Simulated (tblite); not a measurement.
Input of a run (GFN2-xTB geometry optimisation, gas phase (tblite 0.8.0)), started from a force field or distance geometry:
```
{"job": {"kind": "relax", "xc": "GFN2-xTB", "basis": "xTB"}, "charge": 0, "multiplicity": 1}
N     -1.650500    -3.266800     0.312000
C     -1.692100    -2.118800     0.521400
C     -1.738900    -0.689700     0.828500
P     -1.230300     0.271800    -0.691100
N     -1.350000     1.849200    -0.057100
C      0.588500     0.053100    -0.583600
C      1.452100     0.692400     0.353000
C      2.772800     0.321300     0.182600
S      2.958500    -0.797500    -1.109800
C      1.267000    -0.783700    -1.432900
H     -2.780000    -0.412000     1.079100
H     -1.122800    -0.445000     1.689200
H     -0.816100     2.497900    -0.636800
H     -2.304500     2.195400    -0.112900
H      1.133800     1.392700     1.128300
H      3.627100     0.642400     0.755100
H      0.878400    -1.390800    -2.235100
```

Output (eV, eV/Å):
```
step      E/eV     max force
  0    -760.93172    2.995
  1    -760.85249    7.959
  2    -761.02597    0.788
  3    -761.03816    0.525
  4    -761.04740    0.254
  5    -761.05716    0.247
  6    -761.06104    0.164
  7    -761.06466    0.154
  8    -761.06746    0.171
  9    -761.07107    0.174
 10    -761.07402    0.138
 11    -761.07626    0.105
 12    -761.07784    0.106
 13    -761.07909    0.108
 14    -761.08011    0.090
 15    -761.08097    0.083
 16    -761.08171    0.070
 17    -761.08239    0.079
 18    -761.08313    0.062
 19    -761.08407    0.090
 20    -761.08528    0.094
 21    -761.08649    0.103
 22    -761.08732    0.083
 23    -761.08782    0.063
 24    -761.08825    0.064
 25    -761.08870    0.054
 26    -761.08907    0.054
 27    -761.08934    0.036
 28    -761.08956    0.052
 29    -761.08983    0.058
 30    -761.09010    0.054
 31    -761.09034    0.034
 32    -761.09056    0.036
 33    -761.09082    0.059
 34    -761.09116    0.074
 35    -761.09148    0.059
 36    -761.09172    0.033
 37    -761.09192    0.036
 38    -761.09220    0.064
 39    -761.09258    0.073
 40    -761.09294    0.052
 41    -761.09317    0.031
 42    -761.09333    0.039
 43    -761.09353    0.062
 44    -761.09385    0.079
 45    -761.09428    0.077
 46    -761.09478    0.066
 47    -761.09537    0.063
 48    -761.09613    0.088
 49    -761.09713    0.108
 50    -761.09816    0.106
 51    -761.09902    0.075
 52    -761.09984    0.074
 53    -761.10047    0.273
 54    -761.10144    0.144
 55    -761.10229    0.090
 56    -761.10301    0.074
 57    -761.10311    0.028
 58    -761.10332    0.043
 59    -761.10358    0.061
 60    -761.10371    0.030
 61    -761.10377    0.019
 62    -761.10380    0.017
 63    -761.10384    0.021
 64    -761.10389    0.026
 65    -761.10395    0.026
 66    -761.10402    0.024
 67    -761.10409    0.024
 68    -761.10419    0.030
 69    -761.10429    0.033
 70    -761.10436    0.019
 71    -761.10441    0.019
 72    -761.10446    0.022
 73    -761.10452    0.024
 74    -761.10459    0.028
 75    -761.10464    0.016
 76    -761.10466    0.017
 77    -761.10468    0.017
 78    -761.10472    0.020
 79    -761.10478    0.028
 80    -761.10485    0.018
 81    -761.10490    0.017
 82    -761.10493    0.015
 83    -761.10495    0.011
 84    -761.10496    0.012
 85    -761.10497    0.007
```

Summarise the run.

The energy falls by 16.7 kJ/mol over 85 L-BFGS steps, the largest force on an atom goes from 2.99 to 0.007 eV/Å, and the atoms move by 0.246 Å rms after alignment. The bond that changes most is C2–C3 (nitrile carbon to sp3 carbon bound to phosphorus), which shortens by 0.034 Å. Bonds longer at the end by more than 0.005 Å: 3 of 17; shorter: 10. Among the angles that change most is C3–P4–N5, from 98.9° to 94.5°. Among the dihedrals that turn most is C2–C3–P4–N5, from -179° to -159°. The energy rose by more than 1e-5 eV at step 1.

What are the final bond lengths?

N1≡C2 1.144 Å, C2–C3 1.429 Å, C3–P4 1.889 Å, P4–N5 1.724 Å, P4–C6 1.820 Å, C6–C7 1.421 Å, C7–C8 1.354 Å, C8–S9 1.721 Å, S9–C10 1.714 Å, C6–C10 1.362 Å, C3–H11 1.094 Å, C3–H12 1.094 Å, N5–H13 1.016 Å, N5–H14 1.017 Å, C7–H15 1.075 Å, C8–H16 1.072 Å, C10–H17 1.072 Å. Numbering counts from 1 in the input's order; the species is `N#CCP(N)c1ccsc1`.

Its GFN2-xTB frequencies are all real (lowest 30 cm⁻¹). One conformer, not necessarily the lowest.

All values are computed, not measured.
